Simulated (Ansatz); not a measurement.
Consider the atomization: `C[O][Ge]([O]C)([CH](C)C)[CH](C)C` → 8 C• + Ge• + 20 H• + 2 O•.

Calculated with Ansatz (gas phase, PBE0-D4/def2-TZVP geometries, no zero-point term in ΔE). CBS: MP2 limit from def2 TZ/QZ plus the TZ coupled-cluster correction, frozen cores. This one scheme is used for every species, atoms too. Functionals use def2-TZVPP. B3LYP here is the variant with VWN-RPA as its local correlation; programs differ in this. No spin–orbit coupling; open shells (•) take unrestricted orbitals. Spin–orbit coupling would lower the free atoms: a little for C, O; clearly for Ge. For Ge outer-core shells are correlated without core-valence functions, so the limit isn't a true one: a few kJ/mol of doubt a bond, and 10 to 20 or more in all where bonds break to atoms. Scalar relativity is left out up to krypton. Each species was taken in one conformer, which may not be the lowest.

```tsv
level	ΔE (eV)
revPBE-D4	124.66
B3LYP-D4	125.24
r2SCAN0-D4	124.19
B2PLYP	123.94
r2SCAN	125.31
CCSD/def2-SVP	118.97
HF/def2-TZVPP	92.90
MP2/def2-TZVPP	124.34
```

Task: What does CCSD(T)/CBS give? (Best estimate.)

Result: Computed: +125.51 eV. The listed levels differ from it by -0.85, -0.27, -1.32, -1.57, -0.20, -6.54, -32.61, -1.17 eV.

Largest T1 diagnostic among the species: 0.011.

From BLYP to BHLYP (50 % exact exchange), in def2-TZVPP and without D4, ΔE moves by −1.64 eV: exact exchange takes away binding that semilocal exchange gives to molecules. In def2-TZVPP, CCSD(T) changes the Hartree–Fock value by +29.98 eV (the triples alone add +1.65 eV) and MP2 by +31.43 eV; breaking electron pairs costs correlation energy, which Hartree–Fock lacks.

For atomizations the MP2-based limit and the directly extrapolated one differ by several kJ/mol either way, and by 10 to 25 for some Ge, Se and Sn compounds, so smaller differences from it don't rank the levels.
